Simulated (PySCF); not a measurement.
B2Cl4, SMILES ClB(Cl)B(Cl)Cl (PBE0/def2-SVP optimised geometry):

```
6

Cl    -1.296     1.494     0.000
B     -0.444    -0.032     0.000
Cl     1.304    -0.032     0.000
B     -1.304    -1.494    -0.001
Cl    -1.741    -2.260    -1.510
Cl    -1.763    -2.254     1.505
```

Method: PySCF with PBE0/def2-TZVP.

### Question
What are the frontier orbital energies and the dipole moment?

### Answer
HOMO-2 -9.43 eV, HOMO-1 -9.43 eV, HOMO -8.52 eV, LUMO -2.05 eV, LUMO+1 -2.03 eV; dipole moment 0.00 D.

On the same geometry PySCF with PBE/def2-TZVP gives HOMO-2 -7.99 eV, HOMO-1 -7.99 eV, HOMO -7.16 eV, LUMO -2.93 eV, LUMO+1 -2.91 eV; dipole moment 0.00 D.

Meta-Löwdin charges at PBE0/def2-TZVP: Cl1 -0.03, B2 0.05, Cl3 -0.03, B4 0.05, Cl5 -0.03, Cl6 -0.03.
